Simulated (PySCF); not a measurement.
# Levels of Ca+ from EOM-EA-GCCSD

Reference: closed-shell Ca(2+), [Ar]; one electron is added. Calculated with PySCF 2.14, two-component X2C-1e with screened spin-orbit coupling, an uncontracted even-tempered set (22 s from 0.0095 bohr⁻², ratio 2.6; 16 p from 0.012 bohr⁻², ratio 2.6; 8 d from 0.013 bohr⁻², ratio 2.8; 3 f from 2.3 bohr⁻², ratio 2.8); frozen [Ne]; the 66 highest virtual spinors dropped; of the others 50 kept and the rest restored at second order. No Breit or QED terms. Binding energies in eV.

```csv
level,Koopmans,second order,EOM-CCSD,NIST
4s1/2,11.335,11.840,11.820,11.872
3d3/2,8.997,9.585,9.520,10.179
3d5/2,8.993,9.576,9.511,10.172
4p1/2,8.434,8.710,8.703,8.748
4p3/2,8.409,8.681,8.674,8.721
```

Electric-dipole lines between these computed levels:

```tsv
lower	upper	ΔE (eV)	vacuum wavelength (nm)
4s1/2	4p1/2	3.117	397.8
4s1/2	4p3/2	3.146	394.1
3d3/2	4p1/2	0.817	1518
3d3/2	4p3/2	0.846	1466
3d5/2	4p3/2	0.837	1481
```

The screened spin-orbit operator tends to give fine-structure splittings of light species too large.

The highest levels are limited by the diffuse functions of the basis.
